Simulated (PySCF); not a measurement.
Species: C7H11N.
Cartesian coordinates in Å at the GFN2-xTB level; atoms count from 1:
```xyz
19
C7H11N angstrom
C      3.528   -0.268    0.859
C      2.624    0.000    0.122
C      1.510    0.303   -0.743
C      0.597   -0.913   -1.017
C     -0.448   -0.331   -0.052
N     -1.780   -0.230   -0.602
C     -2.740    0.326    0.330
C      0.334    0.995   -0.019
H      4.329   -0.497    1.497
H      1.873    0.818   -1.635
H      0.230   -0.935   -2.041
H      1.010   -1.884   -0.751
H     -0.433   -0.836    0.931
H     -2.088   -1.150   -0.905
H     -2.429    1.338    0.588
H     -3.715    0.373   -0.151
H     -2.831   -0.254    1.262
H      0.560    1.398    0.965
H     -0.141    1.757   -0.632
```

Level of theory: PBE0/def2-SVPD in PySCF (dipole) on a GFN2-xTB geometry, gas phase.

Take the most abundant isotopes and a rigid rotor. The values belong to one conformer with, in the numbering `[CH:1]#[C:2][C@H:3]1[CH2:4][C@H:5]([NH:6][CH3:7])[CH2:8]1`, C4–C5–N6–C7 180°, C2–C3–C4–C5 105°, C3–C4–C5–N6 128°, C4–C5–C8–C3 -11°, C2–C3–C8–C5 -104°.

Give the principal moments of inertia and the rotational constants in GHz.

Ia = 86.13, Ib = 479.87, Ic = 503.75 u·Å²; 505379 MHz·u·Å²/I gives 5868, 1053 and 1003 MHz, that is A = 5.8675, B = 1.0532, C = 1.0032 GHz.

Classify the top.

A near-prolate asymmetric top: κ = (2 × 1053 − 5868 − 1003)/(5868 − 1003) = -0.98.

What does the inertial defect say?

Not planar: Δ = Ic − Ia − Ib = -62.25 u·Å². For a rigid frame Δ = −2 Σ m c², so Σ m c² = 31.13 u·Å² lies off the ab plane: 12.37 from hydrogen and 18.76 from heavier atoms. The atom farthest from that plane is 1.71 Å away.

Give the other two planar moments, Paa and Pbb, and the rms extents of the mass along the axes.

Paa = Σ m a² = (Ib + Ic − Ia)/2 = 448.75 and Pbb = Σ m b² = (Ia + Ic − Ib)/2 = 55.01 u·Å². With the mass M = 109.09 u, the rms extents √(P/M) along a, b and c are 2.03, 0.71, 0.53 Å.

Which types of transition are allowed, and where do some lines up to J = 5 fall?

The dipole components are |μa| = 1.01 D, |μb| = 0.18 D, |μc| = 0.67 D. Intensities carry the squares of the components, which stand as 1.00 : 0.03 : 0.45 (a : b : c). Some lines, for components of 0.1 D or more:

```csv
type,branch,"J(Ka,Kc)",MHz,lower level (cm⁻¹)
b,R,"5(0,5) ← 4(1,4)",5680,0.839
a,R,"3(0,3) ← 2(0,2)",6168,0.206
a,R,"3(2,2) ← 2(2,1)",6169,0.851
b,R,"1(1,1) ← 0(0,0)",6871,0.000
b,R,"3(2,2) ← 2(1,1)",20612,0.370
b,R,"3(2,1) ← 2(1,2)",20764,0.365
c,Q,"3(3,1) ← 3(2,1)",24195,1.057
b,Q,"5(4,1) ← 5(3,2)",33874,2.482
c,Q,"4(4,1) ← 4(3,1)",33875,2.139
c,R,"5(3,3) ← 4(2,3)",34481,1.332
b,R,"4(4,0) ← 3(3,1)",42101,1.864
b,Q,"5(5,0) ← 5(4,1)",43553,3.612
b,Q,"5(5,1) ← 5(4,2)",43553,3.612
```

Not checked by GFN2-xTB frequencies. Constants of a rigid frame at the computed geometry: no zero-point averaging, no centrifugal distortion. A rigid rotor knows nothing of inversion at nitrogen or internal rotation, which can split or shift real lines. Quadrupole hyperfine structure (14N) is left out.

The run took 59 s on one thread, x86-64 server, on a shared host. This is the PBE0/def2-SVPD job that gave the dipole, with the excitations it also computed.
